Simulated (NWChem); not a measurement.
System: MgH$_{2}$S; SMILES [MgH][SH]

NWChem input:

```
start job
memory heap 200 mb stack 900 mb global 1100 mb
geometry units angstroms noautosym nocenter noautoz
  Mg     0.233474    -1.142312     0.000000
  H      0.386854    -2.829255     0.000000
  S      0.062367     1.170564     0.000000
  H     -1.290702     1.147842     0.000000
end
basis spherical
  * library def2-tzvp
end
dft
  xc bhlyp
  iterations 150
end
tddft
  cis
  ecut -85.0
  nroots 6
  notriplet
end
task tddft energy
```

Excerpt of the output:

```
             Northwest Computational Chemistry Package (NWChem) 7.3.0
             --------------------------------------------------------

                             Geometry "geometry" -> ""
                             -------------------------

 Output coordinates in angstroms (scale by  1.889725989 to convert to a.u.)

  No.       Tag          Charge          X              Y              Z
 ---- ---------------- ---------- -------------- -------------- --------------
    1 Mg                  12.0000     0.23347400    -1.14231200     0.00000000
    2 H                    1.0000     0.38685400    -2.82925500     0.00000000
    3 S                   16.0000     0.06236700     1.17056400     0.00000000
    4 H                    1.0000    -1.29070200     1.14784200     0.00000000

 Effective nuclear repulsion energy (a.u.)      58.3553695691

                                 NWChem DFT Module
                                 -----------------

 Summary of "ao basis" -> "ao basis" (spherical)
 ------------------------------------------------------------------------------
       Tag                 Description            Shells   Functions and Types
 ---------------- ------------------------------  ------  ---------------------
 Mg                        def2-tzvp                12       32   5s4p3d
 H                         def2-tzvp                 4        6   3s1p
 S                         def2-tzvp                13       37   5s5p2d1f

            General Information
            -------------------
          SCF calculation type: DFT
          Wavefunction type:  closed shell.
          No. of atoms     :     4
          No. of electrons :    30
           Alpha electrons :    15
            Beta electrons :    15
          Charge           :     0
          Spin multiplicity:     1
          Use of symmetry is: off; symmetry adaption is: off
          Maximum number of iterations: 150
          AO basis - number of functions:    81
                     number of shells:    33
          Convergence on energy requested:  1.00D-06
          Convergence on density requested:  1.00D-05
          Convergence on gradient requested:  5.00D-04

              XC Information
              --------------
                        BHLYP Method XC Functional
                     Hartree-Fock (Exact) Exchange  0.500
                        Slater Exchange Functional  0.500 local
                    Becke 1988 Exchange Functional  0.500 non-local
              Lee-Yang-Parr Correlation Functional  1.000

             Grid Information
             ----------------
          Grid used for XC integration:  medium
          Radial quadrature: Mura-Knowles
          Angular quadrature: Lebedev.
          Tag              B.-S. Rad. Rad. Pts. Rad. Cut. Ang. Pts.
          ---              ---------- --------- --------- ---------
          Mg                  1.50       88          10.0       590
          H                   0.35       45          12.0       434
          S                   1.00       88          11.0       590
          Grid pruning is: on
          Number of quadrature shells:   266
          Spatial weights used:  Erf1

      Superposition of Atomic Density Guess
      -------------------------------------

 Sum of atomic energies:        -598.08575092

      Non-variational initial energy
      ------------------------------

 Total energy =    -598.269432
 1-e energy   =    -945.906075
 2-e energy   =     289.281273
 HOMO         =      -0.330280
 LUMO         =      -0.024039

   convergence    iter        energy       DeltaE   RMS-Dens  Diis-err
 ---------------- ----- ----------------- --------- --------- ---------
 d= 0,ls=0.0,diis     1   -599.4733584972 -6.58D+02  5.81D-03  2.93D-01
 d= 0,ls=0.0,diis     2   -599.4956462715 -2.23D-02  2.93D-03  6.73D-02
 d= 0,ls=0.0,diis     3   -599.5045543756 -8.91D-03  8.09D-04  1.09D-02
 d= 0,ls=0.0,diis     4   -599.5059530965 -1.40D-03  9.46D-05  7.87D-05
 d= 0,ls=0.0,diis     5   -599.5059696301 -1.65D-05  3.60D-05  7.29D-06
  Resetting Diis
 d= 0,ls=0.0,diis     6   -599.5059714365 -1.81D-06  9.31D-06  4.12D-07
 d= 0,ls=0.0,diis     7   -599.5059715438 -1.07D-07  1.94D-06  1.64D-08

         Total DFT energy =     -599.505971543836
      One electron energy =     -947.535704939201
           Coulomb energy =      332.632041923493
    Exchange-Corr. energy =      -42.957678097208
 Nuclear repulsion energy =       58.355369569080

 Numeric. integr. density =       30.000005925517

                       DFT Final Molecular Orbital Analysis
                       ------------------------------------

 Vector   13  Occ=2.000000D+00  E=-3.618829D-01
              MO Center=  2.2D-01, -1.1D+00, -1.0D-09, r^2= 4.4D+00
   Bfn.  Coefficient  Atom+Function         Bfn.  Coefficient  Atom+Function
  ----- ------------  ---------------      ----- ------------  ---------------
     4      0.447001  1 Mg s                 54     -0.254775  3 S  py
    34      0.228461  2 H  s                  3     -0.203323  1 Mg s
    57     -0.164420  3 S  py                43     -0.149196  3 S  s
    33      0.129227  2 H  s                 51     -0.122725  3 S  py
    35      0.119661  2 H  s                 42     -0.116133  3 S  s

 Vector   14  Occ=2.000000D+00  E=-3.201023D-01
              MO Center=  1.7D-01, -4.3D-01, -8.4D-10, r^2= 4.9D+00
   Bfn.  Coefficient  Atom+Function         Bfn.  Coefficient  Atom+Function
  ----- ------------  ---------------      ----- ------------  ---------------
    54      0.378629  3 S  py                57      0.279942  3 S  py
    34      0.221015  2 H  s                 13     -0.179696  1 Mg py
    51      0.169828  3 S  py                35      0.168803  2 H  s
    45     -0.142340  3 S  py                 7      0.130718  1 Mg py
    33      0.120507  2 H  s                 42      0.090023  3 S  s

 Vector   15  Occ=2.000000D+00  E=-2.961871D-01
              MO Center=  4.1D-02,  1.0D+00, -1.1D-09, r^2= 1.7D+00
   Bfn.  Coefficient  Atom+Function         Bfn.  Coefficient  Atom+Function
  ----- ------------  ---------------      ----- ------------  ---------------
    55      0.491254  3 S  pz                58      0.382065  3 S  pz
    52      0.226823  3 S  pz                46     -0.185142  3 S  pz
    49     -0.087095  3 S  pz                17      0.068151  1 Mg pz
    14      0.057946  1 Mg pz                 8     -0.037902  1 Mg pz
    29      0.032466  1 Mg d -1              65     -0.032151  3 S  d -1

[...]

                                NWChem TDDFT Module
                                -------------------

            General Information
            -------------------
           No. of orbitals :     162
            Alpha orbitals :      81
             Beta orbitals :      81
        Alpha frozen cores :       0
         Beta frozen cores :       0
     Alpha frozen virtuals :       0
      Beta frozen virtuals :       0
         Spin multiplicity :       1
    Number of AO functions :      81
        Use of symmetry is : off
      Symmetry adaption is : off
         Schwarz screening :  0.10D-07

              XC Information
              --------------
                 BHLYP Method XC Functional
              Hartree-Fock (Exact) Exchange   0.50
                 Slater Exchange Functional   0.50 local
             Becke 1988 Exchange Functional   0.50 non-local
       Lee-Yang-Parr Correlation Functional   1.00

             TDDFT Information
             -----------------
          Calculation type : Tamm-Dancoff TDDFT
         Wavefunction type : Restricted singlets
          No. of electrons :      30
           Alpha electrons :      15
            Beta electrons :      15
              No. of roots :       6
          Max subspacesize :    5200
            Max iterations :     100
               Target root :       1
           Target symmetry : none
             Energy Cutoff :-0.85D+02
      Symmetry restriction : off
                 Algorithm : Optimal
        Davidson threshold :  0.10D-03

    6 smallest eigenvalue differences (eV)
--------------------------------------------------------
  No. Spin  Occ  Vir  Irrep   E(Occ)    E(Vir)   E(Diff)
--------------------------------------------------------
    1    1    1   16 a       -90.012    -0.011  2449.060
    2    1    1   17 a       -90.012    -0.002  2449.297
    3    1    1   18 a       -90.012     0.008  2449.561
    4    1    1   19 a       -90.012     0.072  2451.302
    5    1    1   20 a       -90.012     0.087  2451.709
    6    1    1   21 a       -90.012     0.126  2452.766
--------------------------------------------------------

  Entering Davidson iterations
  Restricted singlet excited states

  Iter   NTrls   NConv    DeltaV     DeltaE      Time
  ----  ------  ------  ---------  ---------  ---------
    1      6       0     0.10E+00   0.10+100        5.1
    2     12       0     0.28E-01   0.26E-01        5.1
    3     18       0     0.83E-02   0.21E-02        5.1
    4     24       0     0.12E+00   0.28E-02        5.1
    5     30       3     0.87E-02   0.42E-02        5.2
    6     33       5     0.18E-02   0.76E-04        4.4
    7     34       5     0.58E-03   0.24E-05        3.8
    8     35       6     0.93E-04   0.11E-06        3.8
  ----  ------  ------  ---------  ---------  ---------
  Convergence criterion met

  Ground state a        -599.505971543836 a.u.

  ----------------------------------------------------------------------------
  Root   1 singlet a             89.858919520 a.u.             2445.1867 eV
  ----------------------------------------------------------------------------
     Transition Moments    X  0.00608   Y  0.00374   Z  0.00000
     Dipole Oscillator Strength                    0.0030530309
     Electric Quadrupole                           0.0011130296
     Magnetic Dipole                               0.0011319112
     Total Oscillator Strength                     0.0052979717

     Occ.    1  a   ---  Virt.   16  a        0.79220
     Occ.    1  a   ---  Virt.   17  a        0.15426
     Occ.    1  a   ---  Virt.   19  a        0.47842
     Occ.    1  a   ---  Virt.   20  a       -0.22677
     Occ.    1  a   ---  Virt.   22  a        0.06924
     Occ.    1  a   ---  Virt.   25  a       -0.13662
     Occ.    1  a   ---  Virt.   27  a       -0.08214
     Occ.    1  a   ---  Virt.   30  a        0.08230
     Occ.    1  a   ---  Virt.   34  a       -0.10156
     Occ.    1  a   ---  Virt.   37  a       -0.09737
     Occ.    1  a   ---  Virt.   44  a        0.05066
  ----------------------------------------------------------------------------
  Root   2 singlet a             89.882409605 a.u.             2445.8259 eV
  ----------------------------------------------------------------------------
     Transition Moments    X -0.00633   Y  0.00549   Z  0.00000
     Dipole Oscillator Strength                    0.0042083893
     Electric Quadrupole                           0.0014829614
     Magnetic Dipole                               0.0014187674
     Total Oscillator Strength                     0.0071101181

     Occ.    1  a   ---  Virt.   16  a        0.53827
     Occ.    1  a   ---  Virt.   17  a       -0.16853
     Occ.    1  a   ---  Virt.   19  a       -0.75630
     Occ.    1  a   ---  Virt.   25  a        0.22764
     Occ.    1  a   ---  Virt.   26  a       -0.09276
     Occ.    1  a   ---  Virt.   27  a        0.06178
     Occ.    1  a   ---  Virt.   30  a        0.09733
     Occ.    1  a   ---  Virt.   34  a        0.07073
     Occ.    1  a   ---  Virt.   35  a       -0.09562
     Occ.    1  a   ---  Virt.   37  a        0.12654
  ----------------------------------------------------------------------------
  Root   3 singlet a             89.909746635 a.u.             2446.5697 eV
  ----------------------------------------------------------------------------
     Transition Moments    X -0.00415   Y  0.00026   Z  0.00000
     Dipole Oscillator Strength                    0.0010361347
     Electric Quadrupole                           0.0003528941
     Magnetic Dipole                               0.0005689826
     Total Oscillator Strength                     0.0019580114

     Occ.    1  a   ---  Virt.   17  a        0.94248
     Occ.    1  a   ---  Virt.   19  a       -0.19660
     Occ.    1  a   ---  Virt.   23  a        0.21210
     Occ.    1  a   ---  Virt.   25  a        0.08597
     Occ.    1  a   ---  Virt.   27  a        0.05824
     Occ.    1  a   ---  Virt.   29  a       -0.05599
     Occ.    1  a   ---  Virt.   37  a        0.09454
  ----------------------------------------------------------------------------
  Root   4 singlet a             89.910956325 a.u.             2446.6026 eV
  ----------------------------------------------------------------------------
     Transition Moments    X  0.00000   Y -0.00000   Z  0.00549
     Dipole Oscillator Strength                    0.0018062174
     Electric Quadrupole                           0.0005914289
     Magnetic Dipole                               0.0009889801
     Total Oscillator Strength                     0.0033866264

     Occ.    1  a   ---  Virt.   18  a       -0.95824
     Occ.    1  a   ---  Virt.   24  a       -0.24896
     Occ.    1  a   ---  Virt.   32  a       -0.07666
     Occ.    1  a   ---  Virt.   36  a       -0.10399
  ----------------------------------------------------------------------------
  Root   5 singlet a             90.006085636 a.u.             2449.1912 eV
  ----------------------------------------------------------------------------
     Transition Moments    X -0.00167   Y -0.00338   Z -0.00000
     Dipole Oscillator Strength                    0.0008506846
     Electric Quadrupole                           0.0003483956
     Magnetic Dipole                               0.0000671449
     Total Oscillator Strength                     0.0012662252

     Occ.    1  a   ---  Virt.   16  a        0.15525
     Occ.    1  a   ---  Virt.   19  a        0.15930
     Occ.    1  a   ---  Virt.   20  a        0.77919
     Occ.    1  a   ---  Virt.   22  a        0.47853
     Occ.    1  a   ---  Virt.   25  a        0.25607
     Occ.    1  a   ---  Virt.   26  a        0.06682
     Occ.    1  a   ---  Virt.   30  a       -0.11653
     Occ.    1  a   ---  Virt.   31  a       -0.06157
     Occ.    1  a   ---  Virt.   34  a        0.10850
     Occ.    1  a   ---  Virt.   35  a        0.09614
  ----------------------------------------------------------------------------
  Root   6 singlet a             90.035991400 a.u.             2450.0050 eV
  ----------------------------------------------------------------------------
     Transition Moments    X  0.00046   Y -0.00111   Z  0.00000
     Dipole Oscillator Strength                    0.0000864416
     Electric Quadrupole                           0.0000352557
     Magnetic Dipole                               0.0000096032
     Total Oscillator Strength                     0.0001313005

     Occ.    1  a   ---  Virt.   16  a       -0.17254
     Occ.    1  a   ---  Virt.   20  a       -0.45382
     Occ.    1  a   ---  Virt.   22  a        0.73438
     Occ.    1  a   ---  Virt.   23  a       -0.12068
     Occ.    1  a   ---  Virt.   25  a        0.18817
     Occ.    1  a   ---  Virt.   26  a       -0.40137
     Occ.    1  a   ---  Virt.   38  a        0.05011
     Occ.    1  a   ---  Virt.   43  a        0.05439

              Target root =      1
          Target symmetry = none
      Ground state energy =   -599.505971543836
        Excitation energy =     89.858919519838
     Excited state energy =   -509.647052023998

  stored tddft:energy   -509.64705202399790
```

Level: BHandHLYP/def2-TZVP, restricted-window TDA. All runs use the structure optimised with PBE0/def2-SVP. The quadrupole and magnetic terms of the printed total strengths depend on the origin.
